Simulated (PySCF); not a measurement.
Vertical excitations of a molecule C₃H₄ClF from PySCF with TDDFT-PBE/def2-SVPD, as energy in eV (oscillator strength): 5.63 (0.002), 6.07 (0.003), 6.21 (0.282), 6.61 (0.000), 6.73 (0.001), 7.29 (0.000), 7.43 (0.005), 7.57 (0.005), 7.63 (0.016), 7.83 (0.019). Lowest triplet (TDA): 3.99 eV. Geometry: PBE-D3(BJ)/def2-SVP. The values are those of a single conformer.

### Question
Pick the molecule that these values belong to.
(A) C/C(Cl)=C\F
(B) C/C(F)=C\Cl
(C) FC1(Cl)CC1
(D) F[C@@H]1C[C@H]1Cl

### Answer
B, C/C(F)=C\Cl
